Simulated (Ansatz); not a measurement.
GeH2 (SMILES [GeH2]) moved off its minimum; all values from Ansatz (a program for electronic structure), cores frozen in correlated methods.
(charge 0, multiplicity 1)
```xyz
3

Ge    -0.16380     0.34265    -0.01903
H     -0.15803    -1.23719    -0.86811
H     -0.18182     1.21896    -0.92156
```

Forces at B3LYP/def2-TZVPP (eV/Å):

```csv
atom,Fx,Fy,Fz
Ge1,0.155,-8.141,7.238
H2,-0.014,1.869,0.368
H3,-0.141,6.272,-7.606
```

Q: Give the forces (eV/Å), the total energy and the dipole at CCSD(T)/aug-cc-pVTZ.

A: 
```
atom      Fx      Fy      Fz
----  ------  ------  ------
Ge1    0.160  -8.443   7.397
H2    -0.013   1.868   0.423
H3    -0.146   6.575  -7.819
```
Energy -2076.5888 hartree, dipole 1.12 D.

Doubts at one or more of the structures used: a restricted determinant that unrestricted orbitals would lower (CCSD(T)/aug-cc-pVTZ).
